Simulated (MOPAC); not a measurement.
MOPAC input (AM1):

```
AM1 FORCE THERMO(298,298) PRECISE LET UHF MS=0.5 GEO-OK AUX(PRECISION=9) THREADS=1
C5H7Si

Si    2.01755589 1    0.13577217 1    0.02364475 1
C     0.27907520 1    0.05612801 1    0.02948037 1
C    -0.58561600 1    0.90056509 1    0.65373629 1
C    -1.97288888 1    0.61014715 1    0.49894665 1
C    -2.02556700 1   -0.52349111 1   -0.29584489 1
C    -0.62246628 1   -0.96583186 1   -0.65657663 1
H     2.50304637 1    1.27258417 1    0.80525353 1
H     2.59795794 1   -1.08560687 1    0.58617100 1
H     2.52934709 1    0.26945316 1   -1.34208747 1
H    -2.79894403 1    1.17508497 1    0.92535029 1
H    -2.90929099 1   -1.05545107 1   -0.63822795 1
H    -0.42680822 1   -1.99895787 1   -0.27449288 1
H    -0.47985771 1   -0.95071851 1   -1.76609165 1
```

From the output:

```
     H   13   5.348113

          HEAT OF FORMATION =      89.082227 KCALS/MOLE

          ZERO POINT ENERGY      59.979 KCAL/MOL

           NORMAL COORDINATE ANALYSIS (Total motion = 1 Angstrom)

   Root No.       1         2         3         4         5         6         7         8

                 1 A"      2 A"      1 A'      3 A"      2 A'      4 A"      3 A'      5 A"

                  22.0     151.5     160.8     360.7     445.8     506.9     576.9     621.8

           1   -0.0000   -0.0000    0.0054    0.0000    0.1122   -0.0000   -0.0032   -0.0000
           2    0.0000    0.0000   -0.0372   -0.0000    0.0005    0.0000   -0.0368    0.0000
           3   -0.0008   -0.0273   -0.0000    0.0032   -0.0000   -0.0182   -0.0000   -0.0260
           4    0.0000    0.0000   -0.0001    0.0000   -0.0034   -0.0000    0.0022    0.0000
           5   -0.0000   -0.0000    0.0738   -0.0000   -0.0153    0.0000    0.0165   -0.0000
           6    0.0018    0.0731    0.0000    0.0539   -0.0000   -0.0300    0.0000    0.0696
           7   -0.0000    0.0000    0.0404   -0.0000   -0.0599    0.0000    0.0121   -0.0000
           8    0.0000   -0.0000    0.0412    0.0000    0.0202   -0.0000    0.0165    0.0000
           9   -0.0207    0.0600    0.0000   -0.0045    0.0000    0.0825    0.0000   -0.0412
          10   -0.0000   -0.0000    0.0308   -0.0000   -0.0710   -0.0000    0.0134    0.0000
          11    0.0000    0.0000   -0.0180    0.0000    0.0100    0.0000    0.0009   -0.0000
          12   -0.0171   -0.0294   -0.0000   -0.0423    0.0000   -0.0482   -0.0000    0.0146
          13    0.0000   -0.0000   -0.0246    0.0000   -0.0751    0.0000   -0.0047   -0.0000
          14   -0.0000    0.0000   -0.0219   -0.0000    0.0026   -0.0000   -0.0001    0.0000
          15    0.0102   -0.0591   -0.0000    0.0433    0.0000    0.0282    0.0000   -0.0112
          16    0.0000    0.0000   -0.0488   -0.0000   -0.0586    0.0000   -0.0112    0.0000
          17   -0.0000   -0.0000    0.0361    0.0000   -0.0200   -0.0000    0.0195   -0.0000
          18    0.0239    0.0421    0.0000   -0.0281   -0.0000    0.0033    0.0000    0.0116
          19    0.0000   -0.0000   -0.1203   -0.0000    0.1460    0.0000    0.3228    0.0000
          20   -0.0000    0.0000   -0.0872    0.0000    0.0161   -0.0000    0.1038   -0.0000
          21    0.2581   -0.0772   -0.0000   -0.0465   -0.0000    0.0848    0.0000    0.1087
          22    0.0041    0.0919    0.0684    0.0918    0.0909   -0.1725   -0.1725   -0.1857
          23    0.2283   -0.0061   -0.0877   -0.0005    0.0148   -0.0059    0.1366   -0.0162
          24   -0.1375   -0.0650    0.0013   -0.0392   -0.0008    0.0682   -0.0198    0.0762
          25   -0.0041   -0.0919    0.0684   -0.0918    0.0909    0.1725   -0.1725    0.1857
          26   -0.2283    0.0061   -0.0877    0.0006    0.0148    0.0059    0.1366    0.0162
          27   -0.1375   -0.0650   -0.0013   -0.0392    0.0008    0.0682    0.0198    0.0762
          28   -0.0000   -0.0000    0.0612   -0.0000   -0.0619   -0.0000    0.0248    0.0000
          29    0.0000    0.0000   -0.0511    0.0000   -0.0005    0.0000   -0.0115   -0.0000
          30   -0.0327   -0.0739   -0.0000   -0.1044    0.0000   -0.1928   -0.0000    0.0738
          31    0.0000   -0.0000   -0.0494    0.0000   -0.0660    0.0000   -0.0155   -0.0000
          32   -0.0000    0.0000   -0.0593   -0.0000    0.0167   -0.0000   -0.0163    0.0000
          33    0.0210   -0.1362   -0.0000    0.1210    0.0000    0.0553   -0.0000   -0.0370
          34   -0.0007   -0.0601   -0.0757    0.0302   -0.0654    0.0426   -0.0180   -0.0356
          35   -0.0177   -0.0282    0.0425    0.1231   -0.0237   -0.0043    0.0205    0.0841
          36    0.0363    0.0722   -0.0004   -0.1229    0.0018   -0.0011   -0.0004   -0.0450
          37    0.0007    0.0601   -0.0757   -0.0302   -0.0654   -0.0426   -0.0180    0.0356
          38    0.0177    0.0282    0.0425   -0.1231   -0.0237    0.0043    0.0205   -0.0841
          39    0.0363    0.0722    0.0004   -0.1229   -0.0018   -0.0011    0.0004   -0.0450

   Root No.       9        10        11        12        13        14        15        16

                 6 A"      4 A'      7 A"      5 A'      6 A'      8 A"      7 A'      9 A"

                 750.3     812.7     829.1     831.5     844.8     893.0     897.5     946.5

           1   -0.0000   -0.0302   -0.0000    0.0026   -0.0113    0.0000   -0.0239    0.0000
           2    0.0000   -0.0012    0.0000   -0.0141   -0.0033   -0.0000   -0.0001   -0.0000
           3   -0.0034    0.0000   -0.0146   -0.0000    0.0000    0.0007    0.0000    0.0031
           4    0.0000   -0.0014   -0.0000   -0.0016    0.0263   -0.0000    0.0865   -0.0000
           5   -0.0000    0.0016    0.0000    0.0054   -0.0407    0.0000    0.0158    0.0000
           6    0.0208    0.0000   -0.0057    0.0000   -0.0000   -0.0180   -0.0000   -0.0529
           7    0.0000   -0.0025    0.0000   -0.0088    0.0622    0.0000   -0.0046    0.0000
           8   -0.0000    0.0007    0.0000    0.0042   -0.0358   -0.0000    0.1248   -0.0000
           9    0.0123    0.0000   -0.0003    0.0000   -0.0000    0.0294    0.0000    0.0098
          10   -0.0000   -0.0027    0.0000   -0.0108    0.0688   -0.0000   -0.0434    0.0000
          11    0.0000   -0.0031   -0.0000   -0.0108    0.0873    0.0000   -0.0053   -0.0000
          12   -0.0196   -0.0000    0.0013   -0.0000    0.0000   -0.0938    0.0000    0.0179
          13   -0.0000    0.0031    0.0000    0.0094   -0.0798    0.0000   -0.0392   -0.0000
          14    0.0000   -0.0024   -0.0000   -0.0075    0.0583   -0.0000   -0.0255    0.0000
          15   -0.0346   -0.0000    0.0044   -0.0000    0.0000    0.0268   -0.0000   -0.0674
          16   -0.0000    0.0015   -0.0000    0.0081   -0.0508    0.0000    0.0451    0.0000
          17    0.0000    0.0029    0.0000    0.0017   -0.0596   -0.0000   -0.0862   -0.0000
          18   -0.0298    0.0000   -0.0035    0.0000   -0.0000    0.0279   -0.0000    0.0867
          19    0.0000    0.2852    0.0000   -0.1858   -0.0390    0.0000   -0.0096    0.0000
          20   -0.0000    0.1163   -0.0000   -0.0767   -0.0137   -0.0000    0.0045   -0.0000
          21    0.0254    0.0000    0.3912   -0.0000    0.0000    0.0037   -0.0000    0.0087
          22   -0.0116    0.2913    0.1552    0.0739    0.0265    0.0086   -0.0250    0.0286
          23   -0.0092   -0.0435   -0.1977    0.2731    0.0476   -0.0032   -0.0097   -0.0085
          24    0.0091   -0.1086    0.0444   -0.1945   -0.0451   -0.0017    0.0077   -0.0067
          25    0.0116    0.2913   -0.1552    0.0739    0.0265   -0.0086   -0.0250   -0.0286
          26    0.0092   -0.0435    0.1977    0.2731    0.0475    0.0032   -0.0097    0.0085
          27    0.0091    0.1086    0.0444    0.1945    0.0451   -0.0017   -0.0077   -0.0067
          28    0.0000   -0.0039   -0.0000   -0.0158    0.1066    0.0000    0.0909   -0.0000
          29   -0.0000   -0.0019    0.0000   -0.0050    0.0436   -0.0000   -0.1495    0.0000
          30    0.1443   -0.0000   -0.0141   -0.0000    0.0000    0.4879   -0.0000   -0.0222
          31    0.0000    0.0035   -0.0000    0.0152   -0.0985   -0.0000    0.0477    0.0000
          32   -0.0000   -0.0013    0.0000    0.0012    0.0297    0.0000    0.1009   -0.0000
          33    0.3953   -0.0000   -0.0233   -0.0000    0.0000   -0.1185    0.0000    0.1895
          34   -0.0832   -0.0015    0.0085    0.0054   -0.0132    0.0578    0.0276   -0.0064
          35   -0.0956    0.0048   -0.0123    0.0051   -0.0877    0.0589   -0.1068    0.2230
          36    0.0593   -0.0006    0.0044   -0.0015    0.0121   -0.0286    0.0157   -0.0890
          37    0.0832   -0.0015   -0.0085    0.0054   -0.0132   -0.0578    0.0276    0.0064
          38    0.0956    0.0048    0.0123    0.0051   -0.0877   -0.0589   -0.1068   -0.2230
          39    0.0593    0.0006    0.0044    0.0015   -0.0121   -0.0286   -0.0157   -0.0891

   Root No.      17        18        19        20        21        22        23        24

                10 A"      8 A'      9 A'     10 A'     11 A'     12 A'     13 A'     14 A'

                1066.8    1081.0    1122.2    1186.1    1279.3    1296.7    1369.6    1377.3

           1    0.0000   -0.0018    0.0074    0.0078   -0.0060   -0.0012   -0.0009   -0.0013
           2   -0.0000   -0.0014   -0.0003   -0.0020    0.0007   -0.0001   -0.0002    0.0012
           3    0.0011   -0.0000    0.0000    0.0000    0.0000    0.0000   -0.0000   -0.0000
           4   -0.0000    0.0100   -0.0483   -0.0617    0.0508    0.0062    0.0111    0.0221
           5    0.0000    0.0247    0.0095    0.0831   -0.0477    0.0118    0.0122   -0.0112
           6   -0.0312    0.0000    0.0000    0.0000   -0.0000    0.0000    0.0000   -0.0000
           7    0.0000    0.0226    0.0004    0.0231    0.0310    0.0377   -0.0105   -0.1154
           8   -0.0000   -0.0071   -0.0315   -0.0152    0.0079   -0.0412    0.0036    0.0329
           9    0.0076   -0.0000   -0.0000   -0.0000   -0.0000   -0.0000    0.0000    0.0000
          10   -0.0000   -0.0103    0.0010    0.0043   -0.0110   -0.0196   -0.0015    0.1483
          11    0.0000    0.0082   -0.0105   -0.0204   -0.0253    0.0066   -0.0015   -0.1295
          12   -0.0100    0.0000   -0.0000   -0.0000   -0.0000    0.0000    0.0000   -0.0000
          13    0.0000    0.0407   -0.0109   -0.0308   -0.0345   -0.1028    0.0254   -0.0477
          14   -0.0000   -0.0098    0.0179    0.0031   -0.0263   -0.0308    0.0235    0.0870
          15    0.0459   -0.0000    0.0000   -0.0000   -0.0000   -0.0000    0.0000    0.0000
          16   -0.0000   -0.0313    0.0004    0.0165   -0.0486    0.1167   -0.0356    0.0195
          17    0.0000   -0.0407    0.0057   -0.0461    0.0590    0.0116   -0.0760   -0.0090
          18   -0.0081   -0.0000    0.0000   -0.0000    0.0000   -0.0000   -0.0000   -0.0000
          19   -0.0000    0.0094    0.0095    0.0299   -0.0142   -0.0004    0.0024   -0.0070
          20   -0.0000    0.0042    0.0015    0.0108   -0.0051    0.0002    0.0018   -0.0022
          21   -0.0001    0.0000    0.0000    0.0000   -0.0000    0.0000    0.0000   -0.0000
          22    0.0077   -0.0079    0.0049   -0.0018   -0.0009   -0.0028   -0.0024    0.0030
          23   -0.0010    0.0013    0.0012    0.0018   -0.0019    0.0011   -0.0005   -0.0014
          24   -0.0028    0.0020   -0.0004    0.0028   -0.0009    0.0006    0.0014   -0.0004
          25   -0.0077   -0.0079    0.0049   -0.0018   -0.0009   -0.0028   -0.0024    0.0030
          26    0.0010    0.0013    0.0012    0.0018   -0.0019    0.0011   -0.0005   -0.0014
          27   -0.0028   -0.0020    0.0004   -0.0028    0.0009   -0.0006   -0.0014    0.0004
          28   -0.0000   -0.1547    0.2593   -0.1267   -0.1166   -0.0923    0.0272   -0.1093
          29    0.0000    0.1677   -0.2915    0.1217    0.0865    0.0783   -0.0299    0.1493
          30   -0.0104    0.0000   -0.0000    0.0000    0.0000    0.0000   -0.0000    0.0000
          31   -0.0000    0.1688    0.2099    0.0047    0.1040   -0.0386   -0.0268    0.0069
          32    0.0000    0.1856    0.3482    0.0519    0.1872    0.0632   -0.0540    0.1547
          33   -0.0715    0.0000    0.0000    0.0000    0.0000    0.0000   -0.0000    0.0000
          34   -0.3909   -0.1669   -0.0055    0.2279    0.1719   -0.1434    0.0795   -0.0902
          35    0.0789   -0.0137    0.0266   -0.0935    0.0507    0.1792    0.2727    0.0113
          36    0.0040    0.0082   -0.0106    0.0046   -0.0364   -0.0748   -0.2384    0.0048
          37    0.3909   -0.1669   -0.0055    0.2279    0.1719   -0.1434    0.0796   -0.0902
          38   -0.0789   -0.0137    0.0266   -0.0935    0.0507    0.1792    0.2727    0.0113
          39    0.0039   -0.0082    0.0106   -0.0046    0.0364    0.0748    0.2384   -0.0048

   Root No.      25        26        27        28        29        30        31        32

                15 A'     16 A'     11 A"     17 A'     18 A'     12 A"     19 A'     20 A'
```
